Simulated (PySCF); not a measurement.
# Ge2H11NSi2: core ionisation energies

Compound: Ge2H11NSi2.
Numbering: `[SiH3:1][NH:2][SiH2:3][GeH2:4][GeH3:5]`

Structure used (PBE0-D3(BJ)/def2-SVP), in Å, numbered top down from 1:
```
atom  x, y, z in Å
Si1   -1.9712    0.6712    1.0937
N2    -1.8114    0.2748   -0.5937
Si3   -0.5186   -0.4980   -1.4760
Ge4    1.1598   -1.3030    0.0095
Ge5    2.2765    0.5483    1.1069
H6    -3.3804    0.4347    1.5342
H7    -1.0492   -0.2127    1.8657
H8    -1.6301    2.0938    1.4134
H9    -2.5739    0.6081   -1.1799
H10    0.1625    0.4544   -2.4145
H11   -1.0560   -1.6133   -2.3192
H12    0.6006   -2.2887    1.0529
H13    2.2008   -2.0675   -0.8347
H14    2.9589    0.0976    2.4115
H15    3.3457    1.1323    0.1651
H16    1.2684    1.6636    1.4428
```

Method used: delta-SCF UKS SCAN, pcX-2 on the ionised atom, pcseg-1 elsewhere, spin-free X2C (PySCF 2.14.0). Binding energies are ΔSCF values: E(core-ionised, relaxed orbitals) − E(ground state) at a fixed geometry, referred to the vacuum level.

Question: List the computed XPS lines with their assignment.

Answer: 
| atom(s) | environment | level | binding energy (eV) | 2p1/2 (eV) | above the level's lowest (eV) | count |
| --- | --- | --- | --- | --- | --- | --- |
| Si1 | SiH3 silicon | Si 2p3/2 | 107.05 | 107.67 | +0.38 | 1 |
| Si1 | SiH3 silicon | Si 1s | 1846.92 | – | +0.42 | 1 |
| N2 | nitrogen bridging silicon atoms | N 1s | 404.21 | – | 0.00 | 1 |
| Si3 | SiH2 silicon | Si 2p3/2 | 106.67 | 107.29 | 0.00 | 1 |
| Si3 | SiH2 silicon | Si 1s | 1846.50 | – | 0.00 | 1 |

The listed Si 1s values span 0.42 eV, from Si3 (bonded to N, 2 H and Ge) to Si1 (bonded to N and 3 H). Summing the Pauling electronegativity differences to the bonded atoms, each weighted by its formal bond order, gives +1.85 for the lowest site and +2.04 for the highest.

The listed Si 2p3/2 values span 0.38 eV, from Si3 (bonded to N, 2 H and Ge) to Si1 (bonded to N and 3 H).

Question: Which effective nuclear charge Zeff reproduces each element's mean 1s value in the hydrogen-like formula E = 13.606 eV × Zeff²?

Answer: N (Z = 7): mean 404.2 eV, Zeff = 5.45, Z − Zeff = 1.55; Si (Z = 14): mean 1846.7 eV, Zeff = 11.65, Z − Zeff = 2.35. Means run over the listed sites, weighted by atom count.

The 2p values add to the ΔSCF energy of one spin-free hole a correction within the shell (spin–orbit coupling, ligand field). 2p1/2 minus 2p3/2 (ligand field included): Si 0.62 eV. No level of germanium is listed. Geometry: PBE0-D3(BJ)/def2-SVP, one conformer, isolated molecule.

Hardware: Intel Xeon 6975P-C, one thread, shared host. Cost: 49 s wall, 0.66 GiB resident at most.
